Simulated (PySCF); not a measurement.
PySCF input for methoxymethyl(silyl)silane (C2H10OSi2), SMILES O(C[SiH2][SiH3])C, B3LYP-D3(BJ)/def2-SVP. Geometry optimised at B3LYP-D3(BJ)/def2-SVP. The values are those of a single conformer.

```python
import numpy as np
from pyscf import gto, scf, dft, df
from pyscf.hessian import thermo

mol = gto.M(
    atom='''
    C     2.69415832   -0.60265442   -0.62953370
    O     1.45134126   -0.03271132   -0.31128088
    C     0.90002667   -0.49661919    0.90469009
    Si   -0.78550609    0.37475231    1.09592722
    Si   -1.80886276    0.25892724   -1.01414754
    H     3.45956931   -0.37350286    0.13909003
    H     2.62712778   -1.70509174   -0.72698005
    H     3.02171417   -0.18175366   -1.59132498
    H     1.57296197   -0.28642239    1.76247662
    H     0.75026409   -1.59757387    0.88415923
    H    -0.59571811    1.79245747    1.52386894
    H    -1.58687609   -0.32811128    2.14440241
    H    -1.70288895   -1.13812479   -1.53254975
    H    -1.14326344    1.18564250   -1.97303624
    H    -3.25756672    0.61829895   -0.93571295
    ''',
    basis='def2-SVP',
    charge=0,
    spin=0,
    max_memory=1600,
    verbose=3,
)
mf = dft.RKS(mol, xc='b3lyp').density_fit(auxbasis='def2-universal-jkfit')
mf.disp = 'd3bj'
mf.grids.level = 3
mf.conv_tol = 1e-11
mf.max_cycle = 100
mf.kernel()

# [left out here: the lines that compute and print the analytic Hessian (its translational invariance restored by hand, since the grid's response is missing), thermochemistry and intensities]
```

Log of the run:

```
converged SCF energy = -736.172446275957

WARN: DFTD3 does not support analytical Hessian, using finite difference


WARN: Mole.unit (angstrom) is changed to Bohr

Mode                                 0                   1                   2
Irrep
Freq [cm^-1]                       58.3179             87.8066            125.0482
Reduced mass [au]                   3.5010              2.0597              1.7152
Force const [Dyne/A]                0.0070              0.0094              0.0158
Char temp [K]                      83.9065            126.3342            179.9165
Normal mode                   x     y     z       x     y     z       x     y     z
       0   C                 0.10  0.02  0.08    0.04  0.07  0.04    0.03 -0.08  0.02
       1   O                 0.07 -0.01  0.00   -0.08 -0.12 -0.08    0.05  0.00 -0.02
       2   C                -0.00 -0.05 -0.05    0.01  0.01  0.02    0.06  0.10  0.02
       3  Si                 0.02  0.01 -0.05   -0.00 -0.02  0.01   -0.02 -0.04 -0.01
       4  Si                -0.11  0.01  0.02    0.01  0.03  0.00   -0.04  0.03 -0.00
       5   H                 0.04  0.02  0.15    0.00  0.41 -0.03    0.05 -0.03 -0.02
       6   H                 0.14  0.02  0.05    0.27  0.03  0.29   -0.02 -0.09  0.14
       7   H                 0.17  0.05  0.12   -0.07 -0.09 -0.07    0.02 -0.20 -0.03
       8   H                -0.04 -0.11 -0.00    0.05  0.16 -0.05    0.04  0.23  0.01
       9   H                -0.04 -0.04 -0.10    0.07 -0.00  0.17    0.13  0.09  0.13
      10   H                 0.08  0.01 -0.08   -0.01 -0.02  0.02   -0.17 -0.04  0.06
      11   H                 0.04  0.05 -0.00   -0.01 -0.03  0.00    0.04 -0.16 -0.05
      12   H                -0.24 -0.01  0.05   -0.10  0.02  0.00    0.18  0.12 -0.21
      13   H                -0.10 -0.07 -0.05    0.09 -0.02  0.01   -0.24  0.29  0.11
      14   H                -0.07  0.12  0.10    0.04  0.14 -0.01   -0.10 -0.24  0.10
Mode                                 3                   4                   5
Irrep
Freq [cm^-1]                      135.7815            225.1391            239.6155
Reduced mass [au]                   1.3328              2.5199              1.3040
Force const [Dyne/A]                0.0145              0.0753              0.0441
Char temp [K]                     195.3594            323.9251            344.7533
Normal mode                   x     y     z       x     y     z       x     y     z
       0   C                -0.01 -0.04 -0.02   -0.04  0.03 -0.05    0.00 -0.03  0.01
       1   O                 0.04  0.04  0.01   -0.01  0.00  0.11    0.05  0.07  0.01
       2   C                 0.05  0.08  0.03    0.04 -0.05  0.11   -0.04 -0.03 -0.07
       3  Si                -0.02 -0.04 -0.00    0.04 -0.02 -0.05   -0.02  0.01  0.02
       4  Si                -0.01  0.01 -0.01   -0.03  0.01 -0.03    0.01 -0.01  0.01
       5   H                 0.03 -0.09 -0.05    0.11  0.17 -0.24    0.14  0.29 -0.21
       6   H                -0.09 -0.04 -0.01   -0.00  0.02  0.08    0.00 -0.06  0.46
       7   H                -0.02 -0.07 -0.04   -0.26 -0.06 -0.17   -0.17 -0.40 -0.21
       8   H                 0.02  0.15  0.03    0.01 -0.01  0.12   -0.06 -0.21 -0.02
       9   H                 0.11  0.07  0.08    0.08 -0.06  0.10   -0.13 -0.01 -0.23
      10   H                -0.14 -0.05  0.06    0.12  0.01 -0.17   -0.01 -0.02  0.08
      11   H                 0.00 -0.14 -0.05   -0.05  0.15 -0.01    0.01 -0.06 -0.01
      12   H                -0.42 -0.08  0.15   -0.09  0.04 -0.12    0.05 -0.03  0.08
      13   H                 0.28 -0.30 -0.10   -0.10  0.06 -0.04    0.04 -0.05 -0.01
      14   H                 0.10  0.46 -0.06   -0.02  0.02  0.10    0.00 -0.02 -0.06
Mode                                 6                   7                   8
Irrep
Freq [cm^-1]                      368.5610            383.3198            429.0425
Reduced mass [au]                   1.8510              1.4702              5.1313
Force const [Dyne/A]                0.1481              0.1273              0.5565
Char temp [K]                     530.2772            551.5119            617.2966
Normal mode                   x     y     z       x     y     z       x     y     z
       0   C                -0.08 -0.01  0.09   -0.06  0.00  0.06   -0.02 -0.00  0.02
       1   O                -0.06  0.07 -0.04   -0.06  0.03 -0.01   -0.02  0.01 -0.01
       2   C                 0.01  0.02 -0.03    0.01  0.00  0.00    0.03 -0.01  0.00
       3  Si                 0.04 -0.05 -0.02    0.06 -0.01 -0.04    0.06  0.01  0.10
       4  Si                 0.01 -0.01  0.01    0.02  0.01  0.01   -0.06 -0.00 -0.11
       5   H                -0.14 -0.02  0.15   -0.11 -0.01  0.10   -0.04 -0.01  0.05
       6   H                -0.15 -0.02  0.17   -0.10 -0.00  0.09   -0.04 -0.00  0.05
       7   H                 0.05 -0.11  0.09    0.01 -0.04  0.07    0.02 -0.03  0.03
[...]
      11   H                -0.01  0.01 -0.00    0.01 -0.01  0.00    0.40  0.35 -0.51
      12   H                -0.00 -0.00  0.00    0.00 -0.00 -0.00    0.03 -0.26 -0.09
      13   H                 0.00  0.00  0.00   -0.00 -0.00  0.00    0.04  0.04 -0.03
      14   H                -0.00 -0.00  0.00   -0.00  0.00 -0.00   -0.54  0.14  0.04
Mode                                30                  31                  32
Irrep
Freq [cm^-1]                     2206.4246           2208.1259           2212.9411
Reduced mass [au]                   1.0370              1.0415              1.0451
Force const [Dyne/A]                2.9743              2.9920              3.0154
Char temp [K]                    3174.5538           3177.0016           3183.9295
Normal mode                   x     y     z       x     y     z       x     y     z
       0   C                 0.00 -0.00 -0.00   -0.00  0.00 -0.00    0.00 -0.00  0.00
       1   O                -0.00  0.00 -0.00    0.00 -0.00 -0.00   -0.00 -0.00  0.00
       2   C                 0.00 -0.00  0.00   -0.00 -0.00  0.00    0.00  0.00 -0.00
       3  Si                -0.01 -0.01  0.01   -0.00 -0.01 -0.01    0.00  0.03  0.01
       4  Si                -0.02  0.00 -0.00   -0.01  0.03  0.01   -0.02  0.01  0.01
       5   H                -0.00  0.00  0.00    0.00 -0.00  0.00    0.00  0.00  0.00
       6   H                -0.00 -0.00 -0.00    0.00  0.00  0.00    0.00  0.00 -0.00
       7   H                -0.00  0.00 -0.00    0.00 -0.00  0.00   -0.00  0.00 -0.00
       8   H                -0.00  0.00  0.00    0.00 -0.00 -0.00    0.00 -0.00  0.00
       9   H                -0.00 -0.01 -0.00    0.00 -0.00  0.00   -0.00  0.01  0.00
      10   H                 0.01  0.12  0.04    0.06  0.42  0.13   -0.10 -0.78 -0.23
      11   H                 0.34  0.30 -0.45   -0.03 -0.04  0.04   -0.04 -0.03  0.07
      12   H                -0.02  0.15  0.05    0.06 -0.79 -0.29    0.02 -0.31 -0.11
      13   H                -0.09 -0.11  0.11    0.03  0.05 -0.04    0.09  0.14 -0.13
      14   H                 0.68 -0.17 -0.04    0.17 -0.03 -0.00    0.34 -0.08 -0.01
Mode                                33                  34                  35
Irrep
Freq [cm^-1]                     2230.1587           2948.1809           2965.5861
Reduced mass [au]                   1.0462              1.0533              1.0395
Force const [Dyne/A]                3.0657              5.3939              5.3865
Char temp [K]                    3208.7019           4241.7760           4266.8181
Normal mode                   x     y     z       x     y     z       x     y     z
       0   C                 0.00  0.00 -0.00    0.01 -0.01  0.01    0.03 -0.03  0.01
       1   O                 0.00  0.00 -0.00    0.00  0.00 -0.00    0.00 -0.00  0.00
       2   C                -0.00 -0.00  0.00   -0.02  0.05 -0.03    0.00 -0.02  0.01
       3  Si                -0.00 -0.01  0.00    0.00  0.00 -0.00   -0.00  0.00  0.00
       4  Si                -0.02 -0.03  0.02    0.00  0.00  0.00   -0.00 -0.00 -0.00
       5   H                -0.00  0.00  0.00   -0.15 -0.05 -0.16   -0.42 -0.14 -0.43
       6   H                -0.00 -0.00 -0.00    0.02  0.21  0.02    0.05  0.63  0.06
       7   H                 0.00 -0.00  0.00   -0.03 -0.04  0.08   -0.08 -0.10  0.23
       8   H                 0.00  0.00 -0.00    0.34  0.13  0.43   -0.10 -0.04 -0.13
       9   H                -0.00 -0.00 -0.00   -0.11 -0.72 -0.03    0.04  0.27  0.01
      10   H                 0.03  0.18  0.06    0.00 -0.00  0.00    0.00  0.00 -0.00
      11   H                 0.05  0.04 -0.06   -0.00 -0.00  0.00    0.00  0.00 -0.00
      12   H                -0.02  0.16  0.07   -0.00 -0.00 -0.00    0.00  0.00  0.00
      13   H                 0.42  0.58 -0.60   -0.00 -0.00  0.00    0.00  0.00 -0.00
      14   H                 0.06 -0.03  0.00    0.00 -0.00  0.00    0.00  0.00  0.00
Mode                                36                  37                  38
Irrep
Freq [cm^-1]                     2991.2145           3022.3111           3123.5683
Reduced mass [au]                   1.1041              1.1058              1.0993
Force const [Dyne/A]                5.8206              5.9512              6.3194
Char temp [K]                    4303.6917           4348.4328           4494.1193
Normal mode                   x     y     z       x     y     z       x     y     z
       0   C                -0.00 -0.00 -0.00   -0.04 -0.07 -0.04   -0.01 -0.04  0.08
       1   O                -0.00  0.00 -0.00   -0.00 -0.00 -0.00   -0.00  0.00  0.00
       2   C                -0.04 -0.06 -0.05    0.00  0.01  0.00    0.00  0.00 -0.00
       3  Si                -0.00 -0.00 -0.00    0.00  0.00  0.00    0.00 -0.00 -0.00
       4  Si                 0.00 -0.00 -0.00    0.00 -0.00 -0.00   -0.00 -0.00  0.00
       5   H                 0.06  0.02  0.05    0.45  0.14  0.48   -0.12 -0.05 -0.12
       6   H                -0.00  0.04  0.00    0.05  0.66  0.05    0.02  0.17  0.03
       7   H                 0.00  0.00 -0.01   -0.01 -0.01 -0.01    0.26  0.36 -0.80
       8   H                 0.47  0.14  0.58   -0.04 -0.01 -0.05    0.00  0.00  0.00
       9   H                 0.06  0.56  0.01   -0.00 -0.06 -0.01    0.00 -0.00 -0.00
      10   H                 0.00  0.01  0.00   -0.00  0.00  0.00   -0.00  0.00  0.00
      11   H                -0.00  0.00  0.00    0.00 -0.00  0.00   -0.00  0.00  0.00
      12   H                -0.00  0.00  0.00   -0.00  0.00  0.00    0.00 -0.00 -0.00
      13   H                -0.00  0.00  0.00   -0.00  0.00  0.00    0.00  0.00 -0.00
      14   H                 0.00  0.00  0.00   -0.00  0.00  0.00   -0.00  0.00 -0.00
temperature 298.1500 [K]
pressure 101325.00 [Pa]
Rotational constants [GHz] 4.47102 1.60833 1.26032
Symmetry number 1
Zero-point energy (ZPE) 0.11142 [Eh]   292540.534 [J/mol]
                           tot       elec      trans        rot        vib
Entropy [J/mol/K]       383.697      0.000    166.939    116.999     99.760
Cv [J/mol/K]            128.219      0.000     12.472     12.472    103.276
Cp [J/mol/K]            136.534      0.000     20.786     12.472    103.276
Internal energy [J/mol]                      3718.434   3718.434 308358.154
Internal energy [Eh]   -736.05217  -736.17245
Enthalpy [J/mol]                             6197.391   3718.434 308358.154
Enthalpy [Eh]          -736.05122
Gibbs free energy [J/mol]                  -43575.363 -31164.791 278614.819
Gibbs free energy [Eh] -736.09479
mode   freq/cm-1   IR/(km/mol)
   1       58.32         0.205
   2       87.81         4.325
   3      125.05         0.260
   4      135.78         0.407
   5      225.14         5.046
   6      239.62         2.273
   7      368.56        12.869
   8      383.32        16.691
   9      429.04         0.586
  10      512.59        19.575
  11      559.12         5.098
  12      662.24         4.358
  13      696.85        22.881
  14      789.95       189.094
  15      855.25       204.108
  16      902.79        54.086
  17      937.07        13.720
  18      950.89       105.274
  19      952.42        45.150
  20      975.54        17.397
  21     1171.60        54.234
  22     1173.01        65.032
  23     1207.29        57.654
  24     1230.07        13.733
  25     1303.84         8.561
  26     1452.54        19.649
  27     1457.58         6.273
  28     1466.27         5.825
  29     1493.09         5.175
  30     2197.82        82.014
  31     2206.42       121.851
  32     2208.13        16.957
  33     2212.94       142.019
  34     2230.16       110.557
  35     2948.18        31.361
  36     2965.59        75.954
  37     2991.21        44.487
  38     3022.31        49.928
  39     3123.57        21.888
max |gradient| / (hartree/bohr): 8.856223797608506e-05
APT charges: [ 0.5707 -0.7816  0.2011  0.8457  0.7234 -0.0745 -0.0714 -0.0215 -0.068
 -0.0615 -0.265  -0.271  -0.2429 -0.2338 -0.2496]
```

The calculation finished and met its thresholds.

Cost: very roughly 4 core-minutes.
